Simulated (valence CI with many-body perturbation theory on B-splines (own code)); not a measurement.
# Energy levels of Mo3+

Method: relativistic CI+MBPT: three valence electrons over a frozen Dirac-Fock core [Kr], a basis of 7 s, 7 p, 8 d, 6 f, 4 g, 1 h functions for each j, with the one-electron correlation potential Σ1, the two-electron term Σ2, the three-electron term Σ3, Breit, model QED; selected CI, second order for the rest, scaled by the run's own slope (own B-spline code, finite nucleus).

Against 64 measured levels this calculation errs by 530 cm⁻¹ on average and by 1922 at most. These come from a selection out of Sugar and Musgrove, J. Phys. Chem. Ref. Data 17, 155 (1988). Levels without a partner in it may be off by more, other configurations by 1,000 to 8,000 cm⁻¹.

Levels 91 to 135 of 236, with energies above the lowest level, 4d3 4F_3/2. "Leading %" is the weight of the configuration and term that name the level; weights of strongly mixed levels are sums over their largest components and can fall short. In the jj column 3d3/2^4 stands for four electrons in 3d with j = 3/2. Lifetimes count E1, E2, E3, M1 and M2 decay at the calculated energies, and are blank where another channel may lead or the interval is too uncertain; long ones can be off by a factor of two.

```
No.  Configuration  Term     J  E (cm⁻¹)  Leading %      g  Lifetime                Leading jj
 91         4d2 5d    4G   9/2    183532         65  1.108    467 ps  4d3/2 4d5/2 5d5/2 (40 %)
 92         4d2 5d    4H  11/2    183882         66  1.176    481 ps  4d3/2 4d5/2 5d5/2 (85 %)
 93         4d2 5d    4D   5/2    183949         85  1.328    494 ps  4d3/2 4d5/2 5d5/2 (72 %)
 94         4d2 5d    2P   1/2    184384         58  1.002    519 ps  4d3/2 4d5/2 5d5/2 (41 %)
 95         4d2 5d    4G  11/2    184766         65  1.226    471 ps      4d5/2^2 5d5/2 (38 %)
 96       4d 5s 5p   4F°   3/2    184776         63  0.631    531 ps     4d3/2 5s 5p1/2 (87 %)
 97       4d 5s 5p   4D°   1/2    185193         94  0.015    286 ps     4d3/2 5s 5p1/2 (58 %)
 98         4d2 5d    4D   7/2    185240         85  1.374    493 ps  4d3/2 4d5/2 5d5/2 (44 %)
 99         4d2 5d    4H  13/2    185495         98  1.231    479 ps      4d5/2^2 5d5/2 (74 %)
100         4d2 5d    2P   3/2    185665         48  1.464    509 ps  4d3/2 4d5/2 5d3/2 (63 %)
101       4d 5s 5p   4F°   5/2    185815         52  1.159    474 ps     4d3/2 5s 5p1/2 (50 %)
102         4d2 5d    4P   1/2    185836         73  2.157    518 ps  4d3/2 4d5/2 5d5/2 (60 %)
103       4d 5s 5p   4D°   3/2    186078         70  1.014    338 ps     4d3/2 5s 5p3/2 (43 %)
104         4d2 5d    2G   7/2    186325         77  0.926    497 ps      4d5/2^2 5d5/2 (31 %)
105         4d2 5d    2H   9/2    186930         95  0.915    515 ps  4d3/2 4d5/2 5d5/2 (36 %)
106         4d2 5d    4P   3/2    187221         53  1.488    521 ps  4d3/2 4d5/2 5d5/2 (53 %)
107       4d 5s 5p   4D°   5/2    187355         63  1.269    356 ps     4d3/2 5s 5p3/2 (49 %)
108         4d2 5d    4P   5/2    187393         74  1.505    494 ps      4d5/2^2 5d3/2 (41 %)
109         4d2 5d    2G   9/2    187540         94  1.111    493 ps      4d5/2^2 5d3/2 (38 %)
110         4d2 5d    4F   3/2    187606         67  0.575    480 ps      4d3/2^2 5d3/2 (40 %)
111       4d 5s 5p   4D°   7/2    187760         54  1.347    389 ps     4d5/2 5s 5p1/2 (58 %)
112         4d2 5d    2D   3/2    188129         57  0.750    501 ps  4d3/2 4d5/2 5d5/2 (48 %)
113         4d2 5d    4F   5/2    188452         81  1.081    473 ps  4d3/2 4d5/2 5d3/2 (56 %)
114         4d2 5d    2H  11/2    188923         95  1.094    512 ps      4d5/2^2 5d5/2 (38 %)
115       4d 5s 5p   2D°   5/2    188937         71  1.199    478 ps     4d5/2 5s 5p1/2 (37 %)
116       4d 5s 5p   4F°   7/2    188982         55  1.317    443 ps     4d3/2 5s 5p3/2 (50 %)
117         4d2 5d    2D   5/2    189031         69  1.230    508 ps      4d5/2^2 5d5/2 (61 %)
118         4d2 5d    4F   7/2    189402         94  1.237    473 ps  4d3/2 4d5/2 5d5/2 (38 %)
119       4d 5s 5p   2D°   3/2    189455         81  0.781    464 ps     4d5/2 5s 5p3/2 (41 %)
120         4d2 5d    4F   9/2    190389         95  1.329    479 ps      4d5/2^2 5d5/2 (44 %)
121         4d2 6s    4F   3/2    190623         96  0.405    435 ps         4d3/2^2 6s (75 %)
122       4d 5s 5p   4F°   9/2    190728         96  1.334    755 ps     4d5/2 5s 5p3/2 (96 %)
123         4d2 6s    4F   5/2    191133         80  1.003    438 ps         4d3/2^2 6s (63 %)
124         4d2 6s    4F   7/2    192378         89  1.231    436 ps     4d3/2 4d5/2 6s (92 %)
125         4d2 5d    2S   1/2    192562         77  1.794    486 ps  4d3/2 4d5/2 5d5/2 (34 %)
126         4d2 5d    2P   3/2    192570         94  1.325    511 ps  4d3/2 4d5/2 5d5/2 (45 %)
127       4d 5s 5p   4P°   3/2    193020         89  1.696    417 ps     4d3/2 5s 5p3/2 (56 %)
128       4d 5s 5p   4P°   1/2    193065         94  2.634    419 ps     4d3/2 5s 5p3/2 (87 %)
129         4d2 6s    2F   5/2    193184         80  0.887    444 ps     4d3/2 4d5/2 6s (83 %)
130         4d2 5d    2F   5/2    193647         90  0.875    492 ps  4d3/2 4d5/2 5d3/2 (43 %)
131       4d 5s 5p   4P°   5/2    193863         86  1.558    415 ps     4d5/2 5s 5p3/2 (58 %)
132         4d2 6s    4F   9/2    193883         91  1.328    432 ps         4d5/2^2 6s (68 %)
133         4d2 5d    2F   7/2    194284         66  1.134    483 ps  4d3/2 4d5/2 5d3/2 (44 %)
134         4d2 5d    2P   1/2    194446         75  0.840    512 ps      4d5/2^2 5d5/2 (68 %)
135         4d2 5d    2G   9/2    194845         65  1.180    488 ps  4d3/2 4d5/2 5d5/2 (61 %)
```

Names give the largest LS component (configuration and term), which can be under half, so a name can repeat, a term be missing and a line seem to break the LS rules; names also repeat where a configuration has a term twice.

Where two levels of one J and parity lie close, their mixing, g and order are uncertain.
